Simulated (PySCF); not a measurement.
CF₃, SMILES F[C+](F)F, charge +1. Atoms are numbered in the order given.

```xyz
4

C      0.0000     0.0000     0.0000
F      1.2357     0.0000     0.0000
F     -0.6178     1.0701     0.0000
F     -0.6178    -1.0701     0.0000
```
Charge +1, spin multiplicity 1.

Geometry optimised at B3LYP-D3(BJ)/def2-TZVP.

Two levels are set side by side: PBE/pcJ-1 (PySCF) and PBE0/pcJ-1 (PySCF). One-bond couplings, all four terms, same geometry. Isotopes: 13C, 19F. Differences are taken from unrounded values.

```csv
quantity,PBE
"¹J(C1,F2) (Hz)",-521.8
"¹J(C1,F3) (Hz)",-521.8
"¹J(C1,F4) (Hz)",-521.8
```

**Question.** These are the PBE values. What does PBE0 give? (Estimate from the structure and the level; the computed values follow.)

**Answer.** 
| quantity | PBE0 | PBE minus PBE0 |
|---|---|---|
| ¹J(C1,F2) (Hz) | -487.2 | -34.6 |
| ¹J(C1,F3) (Hz) | -487.2 | -34.6 |
| ¹J(C1,F4) (Hz) | -487.2 | -34.6 |

Rough cost on one machine, each run with all the roots and properties that it gave: PBE0 against PBE within a factor of 2.
